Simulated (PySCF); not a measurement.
# Magnetic susceptibility: `C/C=C\[C@@H](C)NC=O`, C6H11NO

Geometry:
```
atom   x (Å)   y (Å)   z (Å)
  C1   2.037   0.214  -1.106
  C2   1.605   1.053   0.050
  C3   0.565   0.837   0.842
  C4  -0.401  -0.313   0.726
  C5  -0.883  -0.763   2.102
  N6  -1.543   0.068  -0.098
  C7  -1.725  -0.391  -1.345
  O8  -1.006  -1.175  -1.915
  H9   2.877  -0.417  -0.813
 H10   1.238  -0.420  -1.478
 H11   2.377   0.854  -1.918
 H12   2.232   1.915   0.247
 H13   0.349   1.533   1.642
 H14   0.068  -1.152   0.205
 H15  -1.394   0.051   2.613
 H16  -0.034  -1.071   2.705
 H17  -1.568  -1.603   2.008
 H18  -2.168   0.763   0.280
 H19  -2.637   0.027  -1.813
```

Computed with GIAO wB97X/3-21G magnetisability, rotational g tensor and spin-rotation constants, non-relativistic, gas phase in PySCF 2.14.0. Geometry: GFN2-xTB.

Task: How diamagnetic is it, and how anisotropic?

Result: Isotropic -1254 × 10⁻³⁰ J/T², or -75.5 × 10⁻⁶ cm³/mol; principal values -1368, -1261, -1132 × 10⁻³⁰ J/T², anisotropy 205 × 10⁻³⁰ J/T² (root of half the summed squared differences of the principal values). The susceptibility is in cgs units.

Task: Split it along the inertial axes a, b, c into diamagnetic and paramagnetic parts about the centre of mass, with the quadrupole moment.

Result: 
| axis | χ (10⁻⁶ cm³/mol) | diamagnetic (10⁻⁶ cm³/mol) | paramagnetic (10⁻⁶ cm³/mol) | summed x² of all electrons (Å²) | quadrupole Θ (D Å) |
| --- | --- | --- | --- | --- | --- |
| a | -76.0 | -674.0 | 598.0 | 148.7 | +2.30 |
| b | -75.5 | -774.4 | 699.0 | 125.0 | -4.31 |
| c | -75.1 | -1161.4 | 1086.4 | 33.8 | +2.00 |

Anisotropies 2χaa − χbb − χcc = -1.5 and 2χbb − χaa − χcc = +0.1 × 10⁻⁶ cm³/mol. Θ is traceless in Buckingham's convention.

Task: And the rotational g tensor?

Result: 
| axis | rotational constant (GHz) | g | nuclear part | electronic part |
| --- | --- | --- | --- | --- |
| a | 2.2067 | -0.0116 | 0.6083 | -0.6199 |
| b | 1.8076 | -0.0067 | 0.5869 | -0.5936 |
| c | 1.1567 | -0.0065 | 0.5838 | -0.5904 |

Asymmetric top; isotopes 12C, 1H, 14N, 16O; no vibrational averaging.
